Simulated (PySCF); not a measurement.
B(NCO)(OH)(OMe) (C₂H₄BNO₃), SMILES COB(O)N=C=O.

Coordinates come from a B3LYP-D3(BJ)/def2-SVP optimisation. This is a generated structure with no PubChem entry under its InChIKey; it may be hypothetical. Other conformers were not sampled.

Two levels are set side by side: TDA-PBE/def2-SVPD (PySCF) and TDA-LC-ωPBE/def2-SVPD (PySCF). Vertical, same geometry. The lowest singlet is HOMO→LUMO+1 99 % with PBE and HOMO−1→LUMO+1 85 % with the other functional; states are paired by order. Differences are taken from unrounded values.

```
quantity                               TDA-PBE
-------------------------------------  -------
lowest singlet excitation (eV)            6.37
lowest triplet excitation (TDA) (eV)      5.92
first bright state (f over 0.05) (eV)     6.90
its oscillator strength                   0.12
```

Task: These are the TDA-PBE values. What does TDA-LC-ωPBE give? (The exact figures need the calculation; the answer reports its results.)

Result: 
```csv
quantity,TDA-LC-ωPBE,TDA-PBE minus TDA-LC-ωPBE
lowest singlet excitation (eV),7.11,-0.75
lowest triplet excitation (TDA) (eV),6.40,-0.48
first bright state (f over 0.05) (eV),7.44,-0.54
its oscillator strength,0.05,0.07
```

A lower first singlet is the usual sign of a functional without exact exchange. Differences between two approximate levels are no errors against the true value.

Rough cost on one machine, each run with all the roots and properties that it gave: TDA-LC-ωPBE against TDA-PBE about 3 times.
